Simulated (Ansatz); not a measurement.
Mulliken charges of `[SH][Ge]([SH])([SH])[Cl]` from ωB97M-V/def2-TZVPP in Ansatz (PBE0-D4/def2-TZVP geometry).

```json
{"atom": "S1", "x (Å)": "-1.222", "y (Å)": "1.371", "z (Å)": "1.202", "charge (e)": "-0.234"}
{"atom": "Ge2", "x (Å)": "0.145", "y (Å)": "0.278", "z (Å)": "-0.137", "charge (e)": "0.544"}
{"atom": "S3", "x (Å)": "1.937", "y (Å)": "-0.077", "z (Å)": "1.096", "charge (e)": "-0.234"}
{"atom": "S4", "x (Å)": "-0.683", "y (Å)": "-1.572", "z (Å)": "-1.015", "charge (e)": "-0.233"}
{"atom": "Cl5", "x (Å)": "0.578", "y (Å)": "1.455", "z (Å)": "-1.885", "charge (e)": "-0.252"}
{"atom": "H6", "x (Å)": "-2.082", "y (Å)": "1.643", "z (Å)": "0.205", "charge (e)": "0.137"}
{"atom": "H7", "x (Å)": "2.371", "y (Å)": "-1.057", "z (Å)": "0.285", "charge (e)": "0.137"}
{"atom": "H8", "x (Å)": "-0.951", "y (Å)": "-2.099", "z (Å)": "0.193", "charge (e)": "0.135"}
```

**Question.** By hand: the dipole of these point charges (1 e Å = 4.8032 D).

**Answer.** Σ q r = (-0.164, -0.355, 0.192) e Å, of length 0.436 e Å = 2.09 D.

**Question.** How does the dipole of the full density compare? (Best estimate.)

**Answer.** Computed: (-0.122, -0.256, 0.122) e Å, 1.48 D; the point charges give 1.41 times that, at 3° from its direction.

Point charges leave out the atoms' own dipoles, such as those of lone pairs, and Mulliken's split depends on the basis, so the two needn't agree.
